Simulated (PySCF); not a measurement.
Run record: geometry optimisation, `COC1=C[C@H]1Br`.

Computed with PBE0-D3(BJ)/def2-SVP geometry optimisation, gas phase (PySCF 2.14.0). Start geometry: GFN2-xTB. The input is one job of a driver script: a line of settings, then coordinates in Å.

Input:
```
{"job": {"xc": "PBE0", "basis": "def2-SVP", "d3": "d3bj", "grid": 1, "kind": "geom"}, "charge": 0, "multiplicity": 1}
C     -1.785893     0.048179     0.305684
O     -0.799677    -0.974004     0.410437
C      0.433994    -0.604950     0.176126
C      1.716157    -0.868846     0.078826
C      1.299695     0.521056    -0.220773
Br     1.231607     1.175339    -2.114017
H     -2.743830    -0.444519     0.454479
H     -1.760796     0.516654    -0.680630
H     -1.638956     0.810178     1.075302
H      2.524428    -1.553660     0.090391
H      1.528695     1.377242     0.398212
```

Output:
```
step   0  E = -2803.67614300  max force = 0.022140
step   1  E = -2803.67732961  max force = 0.006619
step   2  E = -2803.67748144  max force = 0.002815
step   3  E = -2803.67753665  max force = 0.002269
step   4  E = -2803.67755410  max force = 0.000943
step   5  E = -2803.67756058  max force = 0.000384
optimisation converged
```

Energies in Eh; «max force» is the largest Cartesian gradient component in Eh/bohr.

Question: How much energy does the optimisation release, in eV?

Answer: E(step 0) − E(last step) = 0.001418 Eh, which is 0.039 eV.

Question: Give the first gradient maximum in eV/Å.

Answer: With 1 Eh/bohr = 51.422 eV/Å, 1.138 eV/Å.

Summary of the converged run: final energy -2803.67756 Eh after 5 steps; dipole 2.77 D.

Question: Give the final coordinates.

Answer: 0.098 Å rms from the input after alignment:
```
atom  x, y, z in Å
C1    -1.7090    0.0736    0.5819
O2    -0.6956   -0.9242    0.6282
C3     0.4763   -0.5586    0.1833
C4     1.7288   -0.8366   -0.0811
C5     1.2197    0.4865   -0.4918
Br6    0.8020    0.8703   -2.4123
H7    -2.6593   -0.4382    0.7729
H8    -1.7350    0.5554   -0.4069
H9    -1.5404    0.8332    1.3609
H10    2.5859   -1.5016   -0.1075
H11    1.5281    1.4485   -0.0618
```

Question: Estimate the wall time. Hardware: Arm Neoverse V1, one thread, on a shared host.

Answer: About 40 s.
Labels such as C1 count atoms from 1, the log's own numbers from 0.
